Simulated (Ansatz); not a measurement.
Geometry optimisation, RKS LDA/6-31G* (Ansatz).

Input file:

```yaml
crystal:
  periodic: [false, false, false]
  atoms:
    - { symbol: C, position_ang: [-1.38044, 1.37617, -0.22369] }
    - { symbol: Al, position_ang: [0.27211, 0.27274, -0.23057] }
    - { symbol: C, position_ang: [0.59605, -1.5468, 0.57921] }
    - { symbol: "N", position_ang: [1.76334, -2.01861, 0.41549] }
    - { symbol: H, position_ang: [-1.23892, 2.32821, -0.74976] }
    - { symbol: H, position_ang: [-1.718, 1.62633, 0.79059] }
    - { symbol: H, position_ang: [-2.22825, 0.87429, -0.70781] }
    - { symbol: H, position_ang: [1.6143, 0.6907, -0.90181] }
    - { symbol: H, position_ang: [-0.06855, -2.21023, 1.1444] }
    - { symbol: H, position_ang: [2.38836, -1.3928, -0.11604] }
basis:
  gaussian: { orbitals: "6-31G*" }
hamiltonian:
  xc: lda
relax:
  f_tol: 0.02
  max_steps: 50
output:
  orbitals: {}
```

Launched with:

```bash
$ ansatz run input.yaml --threads 1 --pin off --max-ram 2048MiB --backend cpu --events-out ev --progress --plain --runs-dir out
```

Q: Where does it end, and by what steps?

A: The forces met the threshold. After 5 steps the energy has fallen by 0.081 eV; H9 moved furthest, 0.12 Å.

```json
{"step": "0", "energy less start (eV)": "0.0000", "largest force component (eV/Å)": "1.203", "accepted": "yes"}
{"step": "1", "energy less start (eV)": "-0.0686", "largest force component (eV/Å)": "0.421", "accepted": "yes"}
{"step": "2", "energy less start (eV)": "-0.0796", "largest force component (eV/Å)": "0.115", "accepted": "yes"}
{"step": "3", "energy less start (eV)": "-0.0781", "largest force component (eV/Å)": "0.107", "accepted": "no"}
{"step": "4", "energy less start (eV)": "-0.0807", "largest force component (eV/Å)": "0.028", "accepted": "yes"}
{"step": "5", "energy less start (eV)": "-0.0808", "largest force component (eV/Å)": "0.014", "accepted": "yes"}
```

```xyz
10
Properties=species:S:1:pos:R:3
C -1.359 1.349 -0.217
Al 0.267 0.283 -0.234
C 0.583 -1.500 0.560
N 1.747 -2.033 0.429
H -1.239 2.313 -0.742
H -1.683 1.566 0.820
H -2.197 0.805 -0.694
H 1.653 0.731 -0.936
H -0.144 -2.122 1.125
H 2.372 -1.392 -0.111
```

Whether the end is a true minimum wasn't checked by a vibrational analysis.

Run time: 7.6 s on 1 thread of Intel(R) Xeon(R) Platinum 8488C (Sapphire Rapids), with other jobs on the host, peak memory 0.14 GiB.
